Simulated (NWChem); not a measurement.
System: Si$_{2}$H$_{5}$Cl; SMILES Cl[SiH2][SiH3]

Input file for NWChem:

```
start job
memory heap 200 mb stack 900 mb global 1100 mb
geometry units angstroms
  Si     1.899931    -0.211132     0.378661
  Si    -0.377023    -0.607639     0.439273
  Cl    -1.364881     0.728138    -0.728559
  H      2.596221    -1.178600     1.230243
  H      2.465445    -0.335693    -0.964601
  H      2.259207     1.126531     0.865144
  H     -0.977424    -0.470040     1.771238
  H     -0.771866    -1.927446    -0.052477
end
basis spherical
  * library def2-svp
end
dft
  xc pbe0
  iterations 150
end
driver
  maxiter 120
end
task dft optimize
task dft freq
```

The level has its own optimisation; frequencies are unscaled. Brackets give each atom's bonded neighbours.

### Question
Predict the main results of this run. (PBE0/def2-SVP.) Quantities: r Si–Si (Å); r H–Si [H(Si)–Si(HHHSi)] (Å); r Cl–Si (Å); r H–Si [H(Si)–Si(ClHHSi)] (Å); highest harmonic frequency (cm⁻¹); lowest (cm⁻¹); zero-point energy (kcal/mol); dipole (D).

### Answer
r Si–Si (Å): 2.344
r H–Si [H(Si)–Si(HHHSi)] (Å): 1.494
r Cl–Si (Å): 2.080
r H–Si [H(Si)–Si(ClHHSi)] (Å): 1.492
highest harmonic frequency (cm⁻¹): 2249
lowest (cm⁻¹): 111
zero-point energy (kcal/mol): 27.2
dipole (D): 1.43
